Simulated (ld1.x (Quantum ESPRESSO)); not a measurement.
Results of a calculation; reference values are marked as such.
# Hardness and transferability of assorted potentials

Generated with ld1.x 7.5 (TM, RRKJ, ultrasoft, PAW), atompaw 4.2 or ONCVPSP 4.0.1. The cutoff is in Ry: for ld1.x and atompaw files where the sum of valence levels is converged to 10 mRy in a Bessel basis, for ONCV files where the hardest occupied wave has 1 mHa per electron of residual kinetic energy. The error is the largest all-electron minus pseudo excitation energy over each file’s own four to seven test configurations (ionisations up to +4, promotions, holes and added fractions of an electron), all of which were solved. The labels leave out finer settings (local radius, basis sizes, second energies), which also bear on the numbers. Spin-polarised tests are not counted. The rows are a selection from randomly drawn settings: files with unsolved tests, undetermined cutoffs or missed reference levels are left out.

| element | potential | cutoff (Ry) | largest error (meV) | bound ghosts |
| --- | --- | --- | --- | --- |
| Ne | TM semilocal, PBE, scalar-relativistic, rc 0.55/0.90 (sp), local p, core correction no, reference 2s2 2p5 | 260 | +312 | none |
| Ge | TM, PW91, fully relativistic, rc 1.45/2.40 (sp), local p, core correction no, reference 4s1 4p3 | 30 | +21 | none |
| Re | TM, PBEsol, fully relativistic, rc 2.35/3.25/1.45 (spd), local s, core correction yes, reference 5d5 6s1 6p0 | 35 | -694 | none |
| Tl | TM, PBE, scalar-relativistic, rc 1.90/2.30/1.75/1.75 (spdf), local s, core correction yes, reference 5d10 6s2 6p1 | 50 | -208 | none |

Q: Fill in the row for Hf: PAW, LDA (PZ), scalar-relativistic, rc 3.56/4.46/3.68 (spd), local smoothed, core correction yes, reference 5d2 6s1 6p1.

A: cutoff 8 Ry, largest error -38 meV, bound ghosts: none.

Q: Fill in the row for Tb: TM semilocal, PBE, scalar-relativistic, rc 2.90/2.90/3.15 (spd), local p, core correction yes, reference 5d1 6s0.5 6p0.

A: cutoff 15 Ry, largest error -96 meV, bound ghosts: none.

Q: Fill in the row for V: TM, PBEsol, scalar-relativistic, rc 1.86/3.15/1.00 (spd), local s, core correction no, reference 3d3 4s0.5 4p0.

A: cutoff 160 Ry, largest error -257 meV, bound ghosts: none.
